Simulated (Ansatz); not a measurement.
```yaml
crystal:
  periodic: [false, false, false]
  atoms:
    - {symbol: O, position_ang: [0.105939, -1.874660, 0.302160]}
    - {symbol: C, position_ang: [-0.398289, -0.857909, -0.053735]}
    - {symbol: C, position_ang: [0.363473, 0.470018, -0.089619]}
    - {symbol: F, position_ang: [1.664271, 0.313007, 0.067696]}
    - {symbol: F, position_ang: [0.139359, 1.091508, -1.252012]}
    - {symbol: Br, position_ang: [-0.362816, 1.551251, 1.360453]}
    - {symbol: H, position_ang: [-1.450638, -0.761217, -0.380743]}
basis:
  gaussian: {orbitals: aug-cc-pVTZ}
hamiltonian: {xc: {name: HF}}
correlation: {method: mp2}
```

```sh
$ ansatz run in.yaml --threads 4 --pin off --events-out ev --progress --plain --max-ram 10444MiB
```

Shortened log:

```
Functional definition: HF
1928 factors; integrals over basis functions are off by at most 9.0e-4 eV
mean field evaluation 1: about -79523.8690 eV, gradient 4.9e1 eV
mean field evaluation 2: about -79524.0369 eV, gradient 4.9e1 eV
mean field evaluation 4: about -79528.7025 eV, gradient 4.6e0 eV
mean field evaluation 8: about -79528.8053 eV, gradient 6.1e-1 eV
mean field evaluation 16: about -79528.8084 eV, gradient 3.5e-6 eV
mean field -79528.80841224 eV, -2922.6298025873 hartree, gradient 3.5e-6 eV, S^2 0.000000; 0 other end points of the search recorded, 0 dependent functions left out
14 core orbitals not correlated: weight in the atoms' cores, before any rotation towards them, 1.000 or more for the frozen orbitals, at most 0.000 for the correlated occupied ones
reference -79528.80841224 eV, -2922.6298025873 hartree; 23, 23 occupied and 275, 275 virtual orbitals, 1928 factors
second order -35.34862820 eV of doubles, -0.00000000 eV of singles
Total energy: -79564.15704044 eV, -2923.9288407135 hartree
```

Run time 20 s (4 threads of an Arm Neoverse V1 on a shared host); peak host memory 1.3 GiB.
